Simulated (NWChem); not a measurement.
BeNH3; SMILES [BeH][NH2]

```xyz
5

Be     0.0000     0.0000     0.9560
H      0.0000     0.0000     2.2917
N      0.0000     0.0000    -0.5479
H      0.0000    -0.8246    -1.1401
H      0.0000     0.8246    -1.1401
```
Atoms are numbered in this order, from 1.

Computed with NWChem. Coordinates come from a PBE0/def2-SVP optimisation. Ions are spin-unrestricted doublets at the neutral geometry; other ion states weren't tried.

```json
[
 {"level": "B3LYP/def2-TZVP", "vertical ionisation energy, ΔSCF (eV)": "___", "−ε(HOMO) (eV)": "___", "ΔSCF minus −ε(HOMO) (eV)": "___"},
 {"level": "BHandHLYP/def2-TZVP", "vertical ionisation energy, ΔSCF (eV)": "9.84", "−ε(HOMO) (eV)": "8.68", "ΔSCF minus −ε(HOMO) (eV)": "1.16"},
 {"level": "M06-2X/def2-TZVP", "vertical ionisation energy, ΔSCF (eV)": "10.24", "−ε(HOMO) (eV)": "8.81", "ΔSCF minus −ε(HOMO) (eV)": "1.43"}
]
```

Q: Some entries are withheld; supply them.

A: 
- B3LYP/def2-TZVP, vertical ionisation energy, ΔSCF (eV): 10.21
- B3LYP/def2-TZVP, −ε(HOMO) (eV): 7.15
- B3LYP/def2-TZVP, ΔSCF minus −ε(HOMO) (eV): 3.06
